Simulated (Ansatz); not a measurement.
Wavefunction ladder for C$_{3}$H$_{9}$NSn, SMILES `C[CH](C)[Sn][NH2]`

```xyz
14

C    -1.433   -0.419   -0.285
C    -0.087   -0.092   -0.915
C     0.999   -1.054   -0.456
Sn    0.493    2.017   -0.532
N     0.561    1.771    1.467
H    -1.405   -0.321    0.805
H    -2.233    0.235   -0.646
H    -1.738   -1.451   -0.505
H    -0.183   -0.167   -2.005
H     0.732   -2.095   -0.679
H     1.962   -0.859   -0.940
H     1.165   -0.991    0.624
H     0.800    2.512    2.106
H     0.368    0.913    1.962
```

The species carries charge 0 and has multiplicity 1. Correlated methods include outer-core shells of Sn, which these sets cover unevenly. Sn takes the def2 core potential. Geometry: relaxed with PBE0-D4/def2-TZVP. It is one conformer, not always the lowest. Frozen core, restricted reference, the Gaussian-basis code of Ansatz.

```json
{"basis": "def2-SVP", "HF (Eh)": "-386.50300", "MP2 corr.": "-0.71099", "CCSD corr.": "-0.77189", "(T)": "-0.02483", "CCSD(T) total": "-387.29972"}
{"basis": "def2-TZVPP", "HF (Eh)": "-386.71021", "MP2 corr.": "-1.06922", "CCSD corr.": "-1.10131", "(T)": "-0.04247", "CCSD(T) total": "-387.85399"}
{"basis": "def2-QZVPP", "HF (Eh)": "-386.72043", "MP2 corr.": "-1.32981", "CCSD corr.": "–", "(T)": "–", "CCSD(T) total": "–"}
```
